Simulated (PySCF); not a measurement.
# Computed vibrations of [Pb(SH)2]2+

[Pb(SH)2]2+ (singlet). PySCF 2.14.0, RKS PBE0, Pb def2-SVP with ECP60, S def2-SVP, H def2-SVP; non-relativistic Hamiltonian with scalar-relativistic core potentials where named; density fitting; no spin-orbit coupling. Central differences of gradients.

```xyz
5

Pb    0.0000    0.0000   -0.0286
S     2.3948    0.3597    0.1196
H     2.6691   -0.5753   -0.8473
S    -2.3948   -0.3597    0.1196
H    -2.6691    0.5753   -0.8473
```

Run from Python with OMP_NUM_THREADS=2. Where DIIS fails, smearing, a level shift and second-order steps follow.
It took 38 s on 2 threads of Arm Neoverse V1, on a shared host.

What are the harmonic wavenumbers and infrared intensities?

Negative numbers are unstable modes, those under 60 cm⁻¹ near the noise; a finer grid moves soft modes by up to 10 cm⁻¹.
```
cm⁻¹  km/mol
  70     1.0
  77    14.9
 213    38.8
 280     0.0
 355     4.0
 723    47.4
 728     7.0
2575   227.0
2579    71.5
```

Is this a minimum?

Yes. Ideal gas at 298.15 K and 1 bar: S = 339.0 J/(mol K), Cp = 77.6 J/(mol K), H − H(0 K) = 18.1 kJ/mol (rigid rotor, harmonic modes, spin degeneracy alone).
